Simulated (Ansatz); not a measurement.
Species: sum formula BN2H4F, charge 0, multiplicity 1. 
Structure (B3LYP-D3(BJ)/def2-TZVP (Ansatz, a first-principles code) minimum search):
SMILES: NB(N)F
```xyz
8

B      0.0014     0.0156     0.0056
F      0.1193     1.2867     0.4613
N      1.1907    -0.7037    -0.2412
N     -1.3015    -0.4919    -0.1874
H      1.2201    -1.6480    -0.5787
H      2.0929    -0.2912    -0.0857
H     -2.1138     0.0663     0.0051
H     -1.5042    -1.4165    -0.5199
```
Charge 0, spin multiplicity 1.

Basis-set convergence of Hartree-Fock and CCSD correlation energies (hartree) with Ansatz. Correlated levels leave the core frozen unless marked. Spin-orbit coupling is left out. Non-relativistic.

| basis | functions | E(HF) | E(corr, CCSD) |
|---|---|---|---|
| aug-cc-pVDZ | 128 | -235.54316 | -0.67086 |
| aug-cc-pVTZ | 276 | [?] | [?] |

Q: Fill in the missing entries.

A: 
- aug-cc-pVTZ, E(HF): -235.60938
- aug-cc-pVTZ, E(corr, CCSD): -0.80778
